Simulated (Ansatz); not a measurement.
Stepwise reaction of GeH₄ with water, as a gas-phase model of exchange steps in deposition or etching. ΔE in kJ/mol.

Computed with Ansatz on PBE0-D4/def2-TZVP structures; ΔE is electronic, products minus reactants. CBS: MP2 limit from def2 TZ/QZ plus the TZ coupled-cluster correction, frozen cores. This one scheme is used for every species. Functionals use def2-TZVPP. B3LYP here is the variant with VWN-RPA as its local correlation; programs differ in this. For Ge outer-core shells are correlated without core-valence functions, which leaves a few kJ/mol of doubt a bond. Scalar relativity is left out up to krypton. One conformer a species, not always the lowest.

```tsv
step	reaction	PBE-D4	B3LYP-D4	ωB97M-V	CCSD(T)/CBS
2	`[OH][GeH3]` + H₂O → `[OH][GeH2][OH]` + H₂	-19.6	-21.1	-21.0	-19.9
3	`[OH][GeH2][OH]` + H₂O → `[OH][GeH]([OH])[OH]` + H₂	-31.8	-34.8	-35.7	-33.9
4	`[OH][GeH]([OH])[OH]` + H₂O → `[OH][Ge]([OH])([OH])[OH]` + H₂	-25.1	-28.3	-29.2	-28.1
```

Task: Give the row of step 1, GeH₄ + H₂O → `[OH][GeH3]` + H₂. (Best estimate.)

Result: Computed: 
| step | reaction | PBE-D4 | B3LYP-D4 | ωB97M-V | CCSD(T)/CBS |
| --- | --- | --- | --- | --- | --- |
| 1 | GeH₄ + H₂O → `[OH][GeH3]` + H₂ | 4.3 | 1.4 | 2.6 | 4.4 |

Task: By hand: ΔE of the 4 steps together at CCSD(T)/CBS.

Result: (4.4) + (-19.9) + (-33.9) + (-28.1) = -77.5 kJ/mol, or -19.4 kJ/mol a step.

In ΔE step 3 is the lowest and step 1 the highest. PBE-D4 differs from CCSD(T)/CBS by -0.1 to 3.0 kJ/mol a step. Isolated molecules leave out the surface, adducts and barriers. Largest T1 diagnostic: 0.012.
